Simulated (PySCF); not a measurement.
A structure optimised at PBE-D3(BJ)/def2-SVP, used in a PySCF frequency run:

```xyz
14

C      2.1464    -0.9343     0.2386
C      1.1622     0.1542     0.6885
Si    -0.3870     0.2762    -0.3860
N     -1.2200    -1.2446    -0.3225
O     -1.3895     1.5230     0.1705
H      3.0270    -1.0074     0.9099
H      1.6528    -1.9269     0.2118
H      2.5273    -0.7379    -0.7854
H      1.6585     1.1505     0.7103
H      0.8247    -0.0252     1.7344
H     -0.0268     0.5045    -1.8333
H     -1.5128    -1.5925     0.5951
H     -1.9565    -1.4246    -1.0095
H     -0.9721     2.4018     0.2025
```
Charge 0, spin multiplicity 1.

**Question.** Write its SMILES and formula.

**Answer.** CC[Si@@H](N)O, C₂H₉NOSi

**Question.** What are its rotational constants (standard atomic weights)?

**Answer.** 5.6735, 2.6167, 1.9991 GHz
